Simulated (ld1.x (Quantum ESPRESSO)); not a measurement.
**Configuration tests for hafnium (RRKJ)**

| Quantity | Value |
| --- | --- |
| Element | Hf |
| Generator | ld1.x (Quantum ESPRESSO) 7.5 |
| Type | norm-conserving RRKJ (Kleinman–Bylander form) |
| Functional | PW91 |
| Relativity | scalar-relativistic |
| Frozen core | [Kr] 4d10 4f14 5s2 |
| Valence charge | 10 |
| Reference configuration | 5p6 5d2 6s0.5 6p0 (charge +1.5) |
| Partial waves | 5p (bound): rc 1.70 bohr; 5d (bound): rc 2.10 bohr; 5f channel at 0.25 Ry: rc 2.70 bohr; 6s (bound): rc 2.90 bohr |
| Local potential | the s channel |
| Core correction | Bessel-smoothed model core inside 1.15 bohr |
| rho0 | 0.001 |

Energies are relative to the spin-unpolarised reference configuration 5p6 5d2 6s0.5 6p0; without spin polarisation the order of configurations can differ from experiment.

Task: Give the all-electron excitation energy and the error of the potential for: 5p6 5d2 6s2 6p0; 5p6 5d2 6s1 6p0; 5p6 5d2 6s0 6p0; 5p6 5d3 6s1 6p0; 5p6 5d1 6s0 6p0; 5p6 5d1 6s2 6p0; 5p6 5d2 6s0 6p2.

Result:

```json
{"valence configuration": "5p6 5d2 6s2 6p0", "charge": "0", "ΔE all-electron (eV)": "-14.332", "error AE − PS (meV)": "-6.0"}
{"valence configuration": "5p6 5d2 6s1 6p0", "charge": "+1", "ΔE all-electron (eV)": "-6.301", "error AE − PS (meV)": "+0.2"}
{"valence configuration": "5p6 5d2 6s0 6p0", "charge": "+2", "ΔE all-electron (eV)": "7.921", "error AE − PS (meV)": "-5.7"}
{"valence configuration": "5p6 5d3 6s1 6p0", "charge": "0", "ΔE all-electron (eV)": "-11.742", "error AE − PS (meV)": "-19"}
{"valence configuration": "5p6 5d1 6s0 6p0", "charge": "+3", "ΔE all-electron (eV)": "29.784", "error AE − PS (meV)": "-85"}
{"valence configuration": "5p6 5d1 6s2 6p0", "charge": "+1", "ΔE all-electron (eV)": "-7.770", "error AE − PS (meV)": "-60"}
{"valence configuration": "5p6 5d2 6s0 6p2", "charge": "0", "ΔE all-electron (eV)": "-6.419", "error AE − PS (meV)": "-950"}
```
